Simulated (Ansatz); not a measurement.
`FC(F)C(F)(F)C(F)C(F)(F)F` at its PBE0-D4/def2-TZVP geometry, where that method's forces vanish. Charge 0, multiplicity 1.

```
atom    x (Å)    y (Å)    z (Å)
  F1  -1.2139   1.8458  -0.2887
  C2  -1.5779   0.5582  -0.1085
  F3  -2.7810   0.5315   0.4817
  C4  -0.5613  -0.1192   0.8244
  F5  -0.8763  -1.4259   0.8948
  F6  -0.6958   0.4081   2.0556
  C7   0.9106   0.0596   0.4310
  F8   1.6732  -0.5567   1.3736
  C9   1.3109  -0.5058  -0.9321
 F10   1.0912  -1.8097  -1.0305
 F11   2.6041  -0.2838  -1.1416
 F12   0.6237   0.1091  -1.9041
 H13  -1.6412   0.0585  -1.0775
 H14   1.1337   1.1303   0.4219
```

(1) For each bond, give half the difference of the two atoms' forces along it (eV/Å; positive pushes the atoms apart) under PBE-D4, r2SCAN-D4, B3LYP-D4, ωB97M-V in def2-TZVPP. (An estimate is asked.)

Answers

(1) Ansatz gave: 
| bond | length (Å) | PBE-D4 | r2SCAN-D4 | B3LYP-D4 | ωB97M-V |
| --- | --- | --- | --- | --- | --- |
| F1–C2 | 1.350 | 0.57 | 0.31 | 0.34 | 0.24 |
| C2–F3 | 1.340 | 0.59 | 0.31 | 0.33 | 0.23 |
| C2–C4 | 1.537 | -0.24 | -0.16 | -0.11 | -0.12 |
| C2–H13 | 1.092 | -0.03 | -0.15 | -0.24 | -0.22 |
| C4–F5 | 1.346 | 0.60 | 0.31 | 0.31 | 0.21 |
| C4–F6 | 1.346 | 0.62 | 0.31 | 0.30 | 0.20 |
| C4–C7 | 1.534 | -0.20 | -0.12 | -0.08 | -0.09 |
| C7–F8 | 1.360 | 0.59 | 0.36 | 0.37 | 0.27 |
| C7–C9 | 1.529 | -0.31 | -0.21 | -0.13 | -0.13 |
| C7–H14 | 1.094 | 0.04 | -0.10 | -0.20 | -0.17 |
| C9–F10 | 1.326 | 0.60 | 0.26 | 0.27 | 0.17 |
| C9–F11 | 1.329 | 0.61 | 0.27 | 0.26 | 0.16 |
| C9–F12 | 1.340 | 0.57 | 0.28 | 0.28 | 0.18 |

B3LYP here is the variant with VWN-RPA as its local correlation; programs differ in this.
